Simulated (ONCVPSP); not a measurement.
## u(r) = r·R(r): atom against pseudo-atom (neon (Ne))

Columns: radius, all-electron u(r) and pseudo u(r) of the 2p shell (level -32.44 eV) of neon in the configuration [He] 2s2 2p5; LDA (Perdew-Wang 92), scalar-relativistic, ONCV scheme, ONCVPSP 4.0.1.

| r (bohr) | all-electron | pseudo |
| --- | --- | --- |
| 0.050 | 0.0608 | 0.0293 |
| 0.100 | 0.1922 | 0.1132 |
| 0.150 | 0.3459 | 0.2395 |
| 0.200 | 0.4966 | 0.3914 |
| 0.250 | 0.6317 | 0.5505 |
| 0.300 | 0.7455 | 0.6996 |
| 0.350 | 0.8371 | 0.8264 |
| 0.400 | 0.9067 | 0.9232 |
| 0.450 | 0.9569 | 0.9893 |
| 0.500 | 0.9894 | 1.0266 |
| 0.550 | 1.0073 | 1.0412 |
| 0.600 | 1.0129 | 1.0393 |
| 0.650 | 1.0083 | 1.0260 |
| 0.700 | 0.9956 | 1.0060 |
| 0.750 | 0.9765 | 0.9817 |
| 0.800 | 0.9525 | 0.9546 |
| 0.850 | 0.9248 | 0.9254 |
| 0.900 | 0.8943 | 0.8944 |
| 0.950 | 0.8620 | 0.8619 |
| 1.000 | 0.8284 | 0.8284 |
| 1.050 | 0.7942 | 0.7941 |
| 1.100 | 0.7597 | 0.7596 |
| 1.150 | 0.7253 | 0.7252 |
| 1.200 | 0.6912 | 0.6912 |
| 1.250 | 0.6578 | 0.6577 |
| 1.300 | 0.6251 | 0.6251 |

(1) How many radial nodes do the two functions have?

(2) At about which radius was the pseudo-wave matched?

(3) Where does each function peak?

(4) Is the pseudo-wave norm-conserving?

Results:

(1) The all-electron 2p function has n − l − 1 = 0; the pseudo-wave has 0.

(2) 1.00 bohr. The columns agree to 0.0005 from 0.90 bohr on; several derivatives are matched, so the curves merge somewhat inside the radius.

(3) Outermost all-electron maximum near 0.60 bohr, pseudo maximum near 0.55 bohr (to the table’s step).

(4) Yes: the ONCV scheme keeps the norm inside the radius equal to the all-electron one, which fixes the energy derivative of the logarithmic derivative at the level.
